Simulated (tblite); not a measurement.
Species: C5H12GeO2.
Cartesian coordinates in Å at the GFN2-xTB level; atoms count from 1:
```xyz
20
C5H12GeO2 angstrom
C     -0.9581    1.2783   -0.4013
C     -1.0770   -0.2308   -0.2175
C     -1.9870   -0.5518    0.9661
C      0.2916   -0.9059   -0.0138
C      1.2195   -0.7600   -1.2429
O      2.1404    0.2908   -1.0419
Ge     2.2767    0.6965    0.6770
O      0.9694   -0.4031    1.1204
H     -0.2796    1.5238   -1.2157
H     -1.9332    1.7051   -0.6257
H     -0.5892    1.7386    0.5156
H     -1.5065   -0.6697   -1.1258
H     -2.9535   -0.0684    0.8452
H     -2.1446   -1.6247    1.0504
H     -1.5290   -0.1980    1.8865
H      0.1143   -1.9727    0.1730
H      0.6408   -0.5398   -2.1435
H      1.7711   -1.6926   -1.3999
H      1.9696    2.1585    0.8724
H      3.5592    0.2366    1.3185
```

All values are computed: GFN2-xTB (tblite) harmonic vibrations without scaling, gas phase. The method is semi-empirical: single wavenumbers can be off by several per cent or more. Modes of hydrogen on germanium can be 10 to 20 % off. One conformer, not necessarily the lowest.

Harmonic wavenumbers (cm⁻¹): 74.2, 102.8, 125.8, 205.9, 228.7, 252.8, 273.2, 346.9, 369.9, 420.2, 454.6, 480.7, 542.3, 585.4, 599.8, 614.8, 760.1, 790.6, 809.8, 934.4, 947.8, 973.1, 996.1, 1006.0, 1037.4, 1072.5, 1128.6, 1160.5, 1185.0, 1215.2, 1259.4, 1299.3, 1305.1, 1325.3, 1347.2, 1400.4, 1415.2, 1483.3, 1487.8, 1493.1, 1501.7, 1503.7, 1906.6, 1933.5, 2892.1, 2917.0, 2919.5, 2952.3, 2999.2, 3026.4, 3032.0, 3033.8, 3037.2, 3044.3.

A = 2636, B = 997.7, C = 927.2 MHz; mass 178.005 u (most abundant isotopes); point group C1, symmetry number 1.

**Question.** Zero-point energy?

**Answer.** ½Σν̃ = 35105 cm⁻¹ = 100.37 kcal/mol.

**Question.** What is S at 298.15 K and 1 bar for an ideal gas of classical rigid rotors and harmonic oscillators?

**Answer.** Translation 41.46, rotation 29.27, vibration 26.01: S = 96.7 cal/(mol K).

**Question.** And Cp and H(298.15 K) − H(0)?

**Answer.** Cp = 39.30 cal/(mol K), of which vibrations give 31.35 (their classical limit is 54 R = 107.3); H(298.15 K) − H(0) = 6.80 kcal/mol without the zero-point energy, 4.43 from vibrations.

**Question.** What must be added to the electronic energy to get the Gibbs energy at 298.15 K and 1 bar?

**Answer.** ZPE + [H(298.15 K) − H(0)] − T·S = 100.37 + 6.80 − 28.84 = 78.33 kcal/mol.

**Question.** Blend soft modes into free rotors: weight 1/[1 + (100 cm⁻¹/ν̃)⁴] for the oscillator and the rest for a rotor with moment μB/(μ + B), μ = h/(8π²ν), B = 10⁻⁴⁴ kg m². What vibrational entropy results?

**Answer.** 24.98 cal/(mol K) in place of 26.01, which changes −T·S at 298.15 K by +0.31 kcal/mol.

**Question.** How do the functions run with temperature in this model?

**Answer.** 
```tsv
T (K)	S (cal/(mol K))	Cp (cal/(mol K))	H − H(0) (kcal/mol)	G − H(0) (kcal/mol)	ln q(vib)
100	67.9	17.3	1.18	-5.61	1.01
200	83.3	28.5	3.47	-13.20	3.21
300	97.0	39.5	6.87	-22.22	5.66
500	122.0	59.2	16.83	-44.16	10.79
800	154.4	78.5	37.74	-85.77	18.41
1000	172.9	86.8	54.32	-118.54	23.22
```

q(vib) and H(0) count from the zero-point level.

Hindered rotation and anharmonicity are outside this model. Other conformers, if any are populated, would add a mixing term that is left out. The structure is chiral; the term R ln 2 for an equal mix with its mirror image is left out.
